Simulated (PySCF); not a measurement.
## Computed vibrations of [La(H2O)4]3+

[La(H2O)4]3+ (singlet). PySCF 2.14.0, RKS PBE0, La def2-SVP with ECP46, O def2-SVP, H def2-SVP; non-relativistic Hamiltonian with scalar-relativistic core potentials where named; density fitting; no spin-orbit coupling. Central differences of gradients.

```xyz
13

La    0.0000    0.0000    0.0000
O     1.4013    1.4119    1.4119
H     1.7668    1.2144    2.3013
H     1.7668    2.3013    1.2144
O    -1.4013   -1.4119    1.4119
H    -1.7668   -1.2144    2.3013
H    -1.7668   -2.3013    1.2144
O     1.4013   -1.4119   -1.4119
H     1.7668   -2.3013   -1.2144
H     1.7668   -1.2144   -2.3013
O    -1.4013    1.4119   -1.4119
H    -1.7668    2.3013   -1.2144
H    -1.7668    1.2144   -2.3013
```

Run from Python with OMP_NUM_THREADS=2. Where DIIS fails, smearing, a level shift and second-order steps follow.
It took 120 s on 2 threads of Arm Neoverse V1 (shared host).

Question: What are the harmonic wavenumbers and infrared intensities?

Answer: Modes are labelled in D2d; negative numbers are unstable modes, those under 60 cm⁻¹ near the noise; a finer grid moves soft modes by up to 10 cm⁻¹.
| cm⁻¹ | km/mol | symmetry |
| --- | --- | --- |
| -130 | – | a2 |
| -61 | – | e |
| -61 | – | e |
| 16 | 0.0 | b1 |
| 43 | 4.6 | b2 |
| 53 | 0.0 | a1 |
| 70 | 0.0 | b1 |
| 74 | 4.2 | e |
| 74 | 4.2 | e |
| 363 | 0.0 | a1 |
| 367 | 18.1 | e |
| 367 | 18.1 | e |
| 372 | 13.3 | b2 |
| 562 | 0.0 | a2 |
| 583 | 22.2 | e |
| 583 | 22.2 | e |
| 590 | 0.0 | b1 |
| 619 | 402.5 | e |
| 619 | 402.5 | e |
| 627 | 0.0 | a1 |
| 637 | 930.5 | b2 |
| 1672 | 170.7 | b2 |
| 1672 | 152.4 | e |
| 1672 | 152.4 | e |
| 1676 | 0.0 | a1 |
| 3652 | 571.5 | e |
| 3652 | 571.5 | e |
| 3652 | 634.9 | b2 |
| 3667 | 0.0 | a1 |
| 3694 | 0.0 | a2 |
| 3697 | 0.0 | b1 |
| 3697 | 726.6 | e |
| 3697 | 726.6 | e |

Question: Is this a minimum?

Answer: No: 3 unstable; the lowest moves the atoms so:
```
La   0.00  0.00  0.00
O    0.00  0.01 -0.01
H    0.29 -0.13 -0.15
H   -0.29  0.15  0.13
O    0.00  0.01  0.01
H    0.29 -0.13  0.15
H   -0.29  0.15 -0.13
O    0.00 -0.01  0.01
H   -0.29 -0.15 -0.13
H    0.29  0.13  0.15
O    0.00 -0.01 -0.01
H   -0.29 -0.15  0.13
H    0.29  0.13 -0.15
```
